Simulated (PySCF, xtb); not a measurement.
CHO₂, SMILES C(=O)[O] (connectivity only; charge and spin as stated), charge -1, multiplicity 1.

Harmonic wavenumbers (cm⁻¹) from GFN2-xTB run with xtb at its own minimum, in rising order: 704, 948, 1274, 1466, 1831, 1973.

### Question
What does PBE-D3(BJ)/def2-TZVPD (PySCF) give at its own minimum? (Estimate from the structure and the level; the computed values follow.)

### Answer
714, 986, 1291, 1308, 1608, 2469. Paired by order, the mean absolute difference is 157 cm⁻¹ and the zero-point energies are 11.7 and 12.0 kcal/mol.
